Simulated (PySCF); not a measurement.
How methods differ on the ionisation energy of Ga⁷⁺

Ga⁷⁺ [Ar] 3d6 (5D) → Ga⁸⁺ [Ar] 3d5 (6S), as a difference of total energies. Calculation: PySCF 2.14, in an even-tempered Gaussian basis (20 s from 0.32 bohr⁻², ratio 2.5; 13 p from 0.42 bohr⁻², ratio 2.5; 9 d from 0.42 bohr⁻², ratio 2.5; 5 f from 2.5 bohr⁻², ratio 2.7; 4 g from 3.8 bohr⁻², ratio 2.7); scalar relativity by spin-free X2C-1e. Correlated levels: outer shells: [Ne] frozen; virtual orbitals above 40 to 60 times the deepest correlated orbital energy dropped. The calculations carry no spin-orbit coupling.

| method | ionisation energy (eV) |
| --- | --- |
| UHF | 168.00 |
| LDA | 170.83 |
| PBE | 170.78 |
| PBE0 | 170.51 |
| r2SCAN | 170.32 |
| MP2 (outer shells) | 169.67 |
| SCS-MP2 (outer shells) | 169.78 |

Q: How much does correlation contribute at MP2 (outer shells)?

A: 169.67 − (168.00) = 1.67 eV, measured against UHF.

A first-order spin-orbit estimate (lowest level to lowest level, LS coupling) adds 0.223 eV.

For comparison: 169.9 ± 1.7 eV (theoretical estimate listed by NIST; NIST Atomic Spectra Database, ionization energies).
